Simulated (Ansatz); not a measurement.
The first iterations of a band of CH5ClSn (8 atoms, charge 0, multiplicity 1).

These are results of RHF/def2-SVP (Ansatz 0.2.0), not measurements.

| Item | Value |
| --- | --- |
| movable images | 7 |
| climbing image | yes |
| spring | 5.0 eV/Å² |
| optimiser | quadratic models (default) |
| start path | through a guess of the saddle point |
| force threshold | 0.05 eV/Å |
| iteration limit | 60 |
| end points | relaxed |

Image 0:

```xyz
8
Properties=species:S:1:pos:R:3
Sn 0.513 -0.046 0.020
C 1.053 -0.003 2.098
H 0.159 -0.088 2.716
H 1.724 -0.831 2.331
H 1.555 0.936 2.331
H 1.845 0.154 -1.024
Cl -0.886 1.833 -0.355
H -0.420 -1.409 -0.402
```

Image 8:

```xyz
8
Properties=species:S:1:pos:R:3
Sn -0.375 0.030 -1.552
C 1.683 -0.097 2.055
H 1.105 -0.999 2.260
H 2.210 0.207 2.959
H 1.013 0.706 1.744
H 2.413 -0.299 1.270
Cl -1.123 2.035 -0.451
H -1.383 -1.037 -0.569
```

| iteration | highest image above the first end (eV) | largest band force component (eV/Å) |
| --- | --- | --- |
| 1 | 5.942 | 9.462 |
| 2 | 4.629 | 3.658 |
| 3 | 3.761 | 2.853 |
| 4 | 2.832 | 1.548 |
| 5 | 3.417 | 1.163 |
| 6 | 3.611 | 5.110 |
| 7 | 3.367 | 1.716 |
| 8 | 3.185 | 4.441 |

Does the band converge within its limit, and where does its top end?

It converged. It ended after 26 iterations with the highest image 3.362 eV above the first end. Neighbouring images differ by up to 3.2 eV, so the band resolves the path poorly. A vibrational analysis at the climbing image gives one clearly imaginary mode, 1562i cm⁻¹: a first-order saddle point. The orbitals stay closed-shell, which can raise the energy where a bond breaks towards radicals; this wasn't checked here.

The run took 6 min on 1 thread of Arm Neoverse V1 (shared host), peak memory 0.16 GiB.
